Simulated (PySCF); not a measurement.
CH5AlS2, SMILES [CH3][Al]([SH])[SH]. Atoms are numbered in the order given.

```xyz
9

Al     0.3588    -0.0689    -0.0240
C      2.2560    -0.4820    -0.1577
H      2.3989    -1.5620    -0.3360
H      2.7945    -0.2295     0.7703
H      2.7349     0.0554    -0.9921
S     -0.6487    -0.2435     1.9229
H     -1.8809     0.0960     1.4789
S     -0.7449     0.5414    -1.8253
H     -1.9504     0.6623    -1.2229
```
Charge 0, spin multiplicity 1.

The structure is a stationary point at B3LYP-D3(BJ)/def2-SVP. The structure was generated by enumeration; whether it is a known compound was not checked. Other conformers were not sampled.

Calculation: PBE/def2-TZVP (PySCF).

Atomic charges (e):

```
atom  meta-Löwdin      Löwdin  Mulliken
----  -----------  ----------  --------
Al1          0.66       -0.44      0.45
C2          -0.65  (withheld)     -0.57
H3           0.14  (withheld)      0.14
H4           0.14  (withheld)      0.15
H5           0.14  (withheld)      0.15
S6          -0.33  (withheld)     -0.31
H7           0.12        0.07      0.15
S8          -0.33  (withheld)     -0.31
H9           0.12        0.07      0.15
```

Q: Fill in the missing entries. (The exact figures need the calculation; the answer reports its results.)

A: 
- C2, Löwdin: -0.50
- H3, Löwdin: 0.15
- H4, Löwdin: 0.14
- H5, Löwdin: 0.14
- S6, Löwdin: 0.19
- S8, Löwdin: 0.19
